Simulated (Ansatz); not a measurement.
Reaction (atomization): `O=C=[N][SnH2][F]` → C• + F• + 2 H• + N• + O• + Sn•

Gas-phase electronic energies from Ansatz, PBE0-D4/def2-TZVP geometries. CCSD(T)/CBS adds triple-zeta CCSD(T) − MP2 to the extrapolated MP2 energy (def2 sets, frozen cores). This one scheme is used for every species, atoms too. DFT in def2-TZVPP. B3LYP here is the variant with VWN-RPA as its local correlation; programs differ in this. HSE06 is defined as in plane-wave codes. No spin–orbit coupling; open shells (•) take unrestricted orbitals. Spin–orbit coupling would lower the free atoms: a little for C, F, O; strongly for Sn. def2 core potentials past Kr. For Sn outer-core shells are correlated without core-valence functions, so the limit isn't a true one: a few kJ/mol of doubt a bond, and 10 to 20 or more in all where bonds break to atoms. One conformer a species, not always the lowest.

```json
{"level": "LDA (SPW92)", "ΔE (kJ/mol)": "3171.9", "difference from CCSD(T)/CBS": "511.5"}
{"level": "PBE-D4", "ΔE (kJ/mol)": "2774.6", "difference from CCSD(T)/CBS": "114.2"}
{"level": "BLYP-D4", "ΔE (kJ/mol)": "2703.2", "difference from CCSD(T)/CBS": "42.8"}
{"level": "r2SCAN-D4", "ΔE (kJ/mol)": "2665.3", "difference from CCSD(T)/CBS": "4.9"}
{"level": "B97M-V", "ΔE (kJ/mol)": "2694.2", "difference from CCSD(T)/CBS": "33.8"}
{"level": "PBE0-D4", "ΔE (kJ/mol)": "2647.8", "difference from CCSD(T)/CBS": "-12.6"}
{"level": "B3LYP-D4", "ΔE (kJ/mol)": "2650.3", "difference from CCSD(T)/CBS": "-10.1"}
{"level": "HSE06-D4", "ΔE (kJ/mol)": "2649.5", "difference from CCSD(T)/CBS": "-10.9"}
{"level": "BHLYP-D4", "ΔE (kJ/mol)": "2490.9", "difference from CCSD(T)/CBS": "-169.5"}
{"level": "CAM-B3LYP-D4", "ΔE (kJ/mol)": "2669.2", "difference from CCSD(T)/CBS": "8.8"}
{"level": "ωB97X-V", "ΔE (kJ/mol)": "2678.1", "difference from CCSD(T)/CBS": "17.7"}
{"level": "ωB97M-V", "ΔE (kJ/mol)": "2657.6", "difference from CCSD(T)/CBS": "-2.8"}
{"level": "B2PLYP", "ΔE (kJ/mol)": "2630.6", "difference from CCSD(T)/CBS": "-29.8"}
{"level": "PBE-QIDH", "ΔE (kJ/mol)": "2610.4", "difference from CCSD(T)/CBS": "-50.0"}
{"level": "PBE", "ΔE (kJ/mol)": "2760.6", "difference from CCSD(T)/CBS": "100.2"}
{"level": "revPBE", "ΔE (kJ/mol)": "2633.5", "difference from CCSD(T)/CBS": "-26.9"}
{"level": "BLYP", "ΔE (kJ/mol)": "2672.7", "difference from CCSD(T)/CBS": "12.3"}
{"level": "r2SCAN", "ΔE (kJ/mol)": "2662.0", "difference from CCSD(T)/CBS": "1.6"}
{"level": "PBE0", "ΔE (kJ/mol)": "2635.9", "difference from CCSD(T)/CBS": "-24.5"}
{"level": "B3LYP", "ΔE (kJ/mol)": "2627.5", "difference from CCSD(T)/CBS": "-32.9"}
{"level": "r2SCANh", "ΔE (kJ/mol)": "2617.3", "difference from CCSD(T)/CBS": "-43.1"}
{"level": "r2SCAN0", "ΔE (kJ/mol)": "2553.2", "difference from CCSD(T)/CBS": "-107.2"}
{"level": "HSE06", "ΔE (kJ/mol)": "2638.3", "difference from CCSD(T)/CBS": "-22.1"}
{"level": "BHLYP", "ΔE (kJ/mol)": "2472.4", "difference from CCSD(T)/CBS": "-188.0"}
{"level": "CAM-B3LYP", "ΔE (kJ/mol)": "2657.0", "difference from CCSD(T)/CBS": "-3.4"}
{"level": "LC-ωPBE", "ΔE (kJ/mol)": "2663.2", "difference from CCSD(T)/CBS": "2.8"}
{"level": "MP2/def2-SVP", "ΔE (kJ/mol)": "2554.9", "difference from CCSD(T)/CBS": "-105.5"}
{"level": "CCSD/def2-SVP", "ΔE (kJ/mol)": "2395.5", "difference from CCSD(T)/CBS": "-264.9"}
{"level": "CCSD(T)/def2-SVP", "ΔE (kJ/mol)": "2448.1", "difference from CCSD(T)/CBS": "-212.3"}
{"level": "HF/def2-TZVPP", "ΔE (kJ/mol)": "1682.3", "difference from CCSD(T)/CBS": "-978.1"}
{"level": "MP2/def2-TZVPP", "ΔE (kJ/mol)": "2661.9", "difference from CCSD(T)/CBS": "1.5"}
{"level": "SCS-MP2/def2-TZVPP", "ΔE (kJ/mol)": "2625.6", "difference from CCSD(T)/CBS": "-34.8"}
{"level": "CCSD/def2-TZVPP", "ΔE (kJ/mol)": "2486.5", "difference from CCSD(T)/CBS": "-173.9"}
{"level": "CCSD(T)/def2-TZVPP", "ΔE (kJ/mol)": "2561.4", "difference from CCSD(T)/CBS": "-99.0"}
{"level": "HF/def2-QZVPP", "ΔE (kJ/mol)": "1692.6", "difference from CCSD(T)/CBS": "-967.8"}
{"level": "MP2/def2-QZVPP", "ΔE (kJ/mol)": "2722.4", "difference from CCSD(T)/CBS": "62.0"}
{"level": "SCS-MP2/def2-QZVPP", "ΔE (kJ/mol)": "2694.1", "difference from CCSD(T)/CBS": "33.7"}
{"level": "HF/CBS(def2)", "ΔE (kJ/mol)": "1694.1", "difference from CCSD(T)/CBS": "-966.3"}
{"level": "MP2/CBS(def2)", "ΔE (kJ/mol)": "2761.0", "difference from CCSD(T)/CBS": "100.6"}
{"level": "CCSD/CBS(def2)", "ΔE (kJ/mol)": "2585.6", "difference from CCSD(T)/CBS": "-74.8"}
{"level": "CCSD(T)/CBS", "ΔE (kJ/mol)": "2660.4", "difference from CCSD(T)/CBS": "0"}
```

Largest T1 diagnostic among the species: 0.016.

From PBE to PBE0 (25 % exact exchange), in def2-TZVPP and without D4, ΔE moves by −124.7 kJ/mol: exact exchange takes away binding that semilocal exchange gives to molecules. In def2-TZVPP, CCSD(T) changes the Hartree–Fock value by +879.1 kJ/mol (the triples alone add +74.9 kJ/mol) and MP2 by +979.6 kJ/mol; breaking electron pairs costs correlation energy, which Hartree–Fock lacks. The D4 term adds +22.8 kJ/mol with B3LYP and +11.9 kJ/mol with PBE0; it sums over pairs of atoms, weighted by their polarisabilities, and B3LYP, whose exchange is more repulsive, gets the larger term.

For atomizations the MP2-based limit and the directly extrapolated one differ by several kJ/mol either way, and by 10 to 25 for some Ge, Se and Sn compounds, so smaller differences from it don't rank the levels.
